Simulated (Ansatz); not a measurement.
`[F][Sn]([F])([F])[c]1ccccc1` and `CCSCc1ccccc1` differ in one atom or group.

Ansatz, PBE0-D4/def2-TZVP geometries, multiplicity 1. Each molecule was computed in one conformer, which needn't be the lowest.

Elements past krypton have def2 core potentials.

```csv
property,`[F][Sn]([F])([F])[c]1ccccc1`
size of the dipole moment (PBE/def2-TZVPP) / D,5.76
LUMO energy (B3LYP/def2-TZVPP) / eV,-2.09
HOMO–LUMO gap (B3LYP/def2-TZVPP) / eV,5.99
HOMO energy (ωB97M-V/def2-TZVPP) / eV,-10.38
HOMO energy (B3LYP/def2-TZVPP) / eV,-8.08
LUMO energy (PBE/def2-TZVPP) / eV,-2.73
```

(1) Give the same properties after the change, and the shifts. (Best estimate.)

Answers

(1) Ansatz gave: 
| property | `CCSCc1ccccc1` | shift |
| --- | --- | --- |
| size of the dipole moment (PBE/def2-TZVPP) / D | 1.40 | -4.36 |
| LUMO energy (B3LYP/def2-TZVPP) / eV | -0.65 | 1.44 |
| HOMO–LUMO gap (B3LYP/def2-TZVPP) / eV | 5.37 | -0.62 |
| HOMO energy (ωB97M-V/def2-TZVPP) / eV | -8.44 | 1.94 |
| HOMO energy (B3LYP/def2-TZVPP) / eV | -6.02 | 2.06 |
| LUMO energy (PBE/def2-TZVPP) / eV | -1.36 | 1.37 |

With PBE0 the HOMO rises by 2.07 eV and the LUMO rises by 1.26 eV, so the gap narrows by about 0.81 eV. PBE moves the HOMO by 2.24 eV and ωB97M-V by 1.94 eV. Dipoles are sizes alone; their direction can turn.

B3LYP here is the variant with VWN-RPA as its local correlation; programs differ in this.

Positive LUMOs are unbound, so they and the gaps depend on the basis.
